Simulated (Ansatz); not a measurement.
A CCSD(T) single point on `CO[SiH](Cl)SC`.

```yaml
crystal:
  periodic: [false, false, false]
  atoms:
    - {symbol: C, position_ang: [1.500901, -0.592511, -2.267596]}
    - {symbol: O, position_ang: [1.048212, -0.855382, -0.955433]}
    - {symbol: Si, position_ang: [-0.040027, 0.032661, -0.144766]}
    - {symbol: Cl, position_ang: [0.562640, 2.004733, -0.054987]}
    - {symbol: S, position_ang: [-0.165428, -0.834132, 1.765873]}
    - {symbol: C, position_ang: [-1.420344, 0.282990, 2.462112]}
    - {symbol: H, position_ang: [2.182811, -1.394016, -2.552518]}
    - {symbol: H, position_ang: [2.034143, 0.361326, -2.313646]}
    - {symbol: H, position_ang: [0.668505, -0.569213, -2.978704]}
    - {symbol: H, position_ang: [-1.354913, 0.086613, -0.827232]}
    - {symbol: H, position_ang: [-1.026344, 1.293101, 2.564542]}
    - {symbol: H, position_ang: [-2.324909, 0.292602, 1.853967]}
    - {symbol: H, position_ang: [-1.665255, -0.108782, 3.448399]}
basis:
  gaussian: {orbitals: def2-TZVPP}
correlation: {method: ccsd_t}
```

```sh
$ ansatz run in.yaml --threads 2 --pin off --events-out ev --progress --plain --max-ram 22528MiB --backend cuda --devices 0, --max-vram 18GiB
```

Log, shortened:

```
Functional definition: HF
1852 factors; integrals over basis functions are off by at most 1.1e-3 eV
mean field evaluation 1: about -35394.4834 eV, gradient 3.7e1 eV
mean field evaluation 2: about -35394.8957 eV, gradient 3.8e1 eV
mean field evaluation 4: about -35398.2107 eV, gradient 4.7e0 eV
mean field evaluation 8: about -35398.2862 eV, gradient 3.5e-1 eV
mean field -35398.28680934 eV, -1300.8630464226 hartree, gradient 5.4e-6 eV, S^2 0.000000; 0 other end points of the search recorded, 0 dependent functions left out
18 core orbitals not correlated: weight in the atoms' cores, before any rotation towards them, 1.000 or more for the frozen orbitals, at most 0.000 for the correlated occupied ones
reference -35398.28680934 eV, -1300.8630464226 hartree; 19, 19 occupied and 280, 280 virtual orbitals, 1852 factors
second order -29.09702915 eV of doubles, -0.00000000 eV of singles
cycle   1  -30.02100499 eV  change   -9.2e-1 eV  update   1.1e-1
cycle   2  -30.71871571 eV  change   -7.0e-1 eV  update   3.2e-2
cycle   3  -30.85940751 eV  change   -1.4e-1 eV  update   1.5e-2
cycle   4  -30.84911750 eV  change    1.0e-2 eV  update   3.3e-3
cycle   5  -30.84763523 eV  change    1.5e-3 eV  update   1.5e-3
cycle   6  -30.84803192 eV  change   -4.0e-4 eV  update   4.3e-4
cycle   7  -30.84779070 eV  change    2.4e-4 eV  update   1.7e-4
cycle   8  -30.84775290 eV  change    3.8e-5 eV  update   5.0e-5
cycle   9  -30.84777012 eV  change   -1.7e-5 eV  update   1.8e-5
perturbative correction -1.27495784 eV, -0.0468538366 hartree
Total energy: -35430.40953731 eV, -1302.0435349018 hartree
```

It took 4.1 s on 2 threads of an AMD EPYC 7R13 on a shared host and a share of an NVIDIA H100 80 GB, with 0.87 GiB of host memory at the peak.

Correlation energy per correlated electron: -0.845 eV. T1 diagnostic: 0.0106.
